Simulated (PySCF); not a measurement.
Ligand exchange on a metal centre used in film growth or etching (Mo F-NH2). Isolated molecules, 0 K electronic values unless said otherwise. One relaxed conformer stands for each flexible species; it need not be the lowest.

Level of theory: PBE-D3(BJ)/def2-TZVP // BP86-D3(BJ)/def2-SVP (PySCF 2.14.0). All candidates: neutral, multiplicity 1. 

| Item | Result |
|---|---|
| HOMO | -10.68 eV |
| LUMO | -6.35 eV |
| HOMO–LUMO gap | 4.33 eV |

Q: Which member has these values?
A) [Mo(F)2(NH2)4]
B) [Mo(F)6]
C) [Mo(F)3(NH2)3]
D) [Mo(F)4(NH2)2]

A: B, [Mo(F)6]. The others give [Mo(F)3(NH2)3]: -6.60 eV, -3.74 eV, 2.85 eV; [Mo(F)4(NH2)2]: -7.38 eV, -4.84 eV, 2.54 eV; [Mo(F)2(NH2)4]: -5.63 eV, -3.43 eV, 2.20 eV
